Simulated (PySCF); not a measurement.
An equivalent PySCF input for Ne (neon, neutral), [Ne], closed-shell 1S, with the non-relativistic Hamiltonian (point nucleus):

```python
from pyscf import gto, scf, dft, mp, cc
import basis_set_exchange as bse
mol = gto.M(atom="Ne 0 0 0", charge=0, spin=0, symmetry="D2h",
            basis=gto.basis.parse(bse.get_basis("aug-cc-pV5Z", elements=["Ne"], fmt="nwchem")))
mf = dft.UKS(mol, xc="LDA,VWN")
mf.irrep_nelec = {'Ag': (2, 2), 'B1u': (1, 1), 'B2u': (1, 1), 'B3u': (1, 1)}
mf.kernel()
```

It reaches the same state as the run whose output follows, with an energy that differs only through the grid. The run itself started from symmetry-adapted Hartree-Fock orbitals and held the occupation by maximum overlap, on a logarithmic radial grid, so the iterations belong to that start.

```
SCF conv_tol = 1e-09
number electrons alpha = 5  beta = 5
XC functionals = LDA,VWN
    P. A. M. Dirac.,  Math. Proc. Cambridge Philos. Soc. 26, 376 (1930)
    F. Bloch.,  Z. Phys. 57, 545 (1929)
    S. H. Vosko, L. Wilk, and M. Nusair.,  Can. J. Phys. 58, 1200 (1980)
cycle= 1 E= -128.231126281248  delta_E= -0.0128  |g|= 0.0841  |ddm|= 0.279
cycle= 2 E= -128.229404449544  delta_E= 0.00172  |g|= 0.13  |ddm|= 0.149
cycle= 3 E= -128.232879348305  delta_E= -0.00347  |g|= 0.00618  |ddm|= 0.0917
cycle= 4 E= -128.232889314305  delta_E= -9.97e-06  |g|= 0.000543  |ddm|= 0.00459
cycle= 5 E= -128.232889382514  delta_E= -6.82e-08  |g|= 3.93e-06  |ddm|= 0.00038
cycle= 6 E= -128.232889382517  delta_E= -3.1e-12  |g|= 7.22e-08  |ddm|= 2.69e-06
converged SCF energy = -128.232889382517  <S^2> = 1.7763568e-15  2S+1 = 1
```
